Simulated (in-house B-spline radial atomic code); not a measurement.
## Two electrons outside the 1s2 core: As29+

Computed with an all-electron radial atomic-structure program (B-spline basis): configuration interaction (CI) of the two valence electrons in the field of the frozen Dirac-Fock core, alone and with many-body perturbation theory for the core (screened one- and two-electron correlation potentials), Breit and QED terms; no-pair Dirac Hamiltonian, finite nucleus. Labels give the configuration (outer n counted up each series) and the leading LS term, or the jj pair where no LS term holds 70 %.

Command:
```bash
python run_mb.py task.json out
```
Settings (nuclear radius in fm, box in bohr, cutoff in hartree):
```
basis_form          3
Z                   33
core_configuration  1s2
rms_radius          4.0968
mass_number         75
speed_of_light      137.036
box_radius          2.903
lmax                6
intervals           58
virtual_cutoff      2178.0
```

Run time, properties included: 110 s on 1 thread of Arm Neoverse N1, with other jobs on the host.

Excitation energies (eV):

```tsv
level	purity of the LS term	CI alone	CI + MBPT + Breit + QED
2s2 1S0	0.998	0	0
2s2p 3P°0	1.0	56.595	56.624
2s2p 3P°1	0.922	65.253	64.832
2s2p 3P°2	1.0	101.24	99.832
2s2p 1P°1	0.921	143.18	141.86
2p2 3P0	0.852	?	?
2p2 3P1	1.0	192.22	190.87
2p2 (1/2,3/2)2	0.529 (3P)	201.78	199.72
2p2 (3/2,3/2)2	0.528 (1D)	243.67	240.91
2p2 1S0	0.852	275.24	273.53
2s3s 3S1	1.0	?	?
2s3s 1S0	0.999	1868.7	1867.2
```

Where does 2s3s 3S1 lie?

1857.5 eV in CI alone and 1855.8 eV with all corrections.

Where does 2p2 3P0 lie?

160.34 eV in CI alone and 159.97 eV with all corrections.

What is the first ionisation energy?

3288 eV to the 2s1/2 state of the next ion (3290.3 eV from CI alone). NIST lists 3287 ± 3 eV (semi-empirical).

Some electric-dipole lines (reduced elements in atomic units, length form; vacuum wavelengths from the computed energies):

```tsv
upper	lower	D bare (size)	D with core polarisation (size)	λ (nm)	A (s⁻¹)
2s2p 3P°1	2s2 1S0	0.0509	0.0508	19.124	2.5e+08
2s2p 1P°1	2s2 1S0	0.199	0.199	8.7401	4e+10
2p2 3P1	2s2p 3P°0	0.135	0.135	9.2356	1.6e+10
2p2 3P1	2s2p 3P°1	0.112	0.112	9.8371	8.9e+09
2p2 (1/2,3/2)2	2s2p 3P°1	0.164	0.163	9.1916	1.4e+10
2p2 (3/2,3/2)2	2s2p 3P°1	0.0385	0.0385	7.0414	1.7e+09
2p2 1S0	2s2p 3P°1	0.00651	0.0065	5.9408	4.1e+08
2s3s 1S0	2s2p 3P°1	0.00457	0.00459	0.68791	1.3e+11
```

Weak lines are less accurate than strong ones.
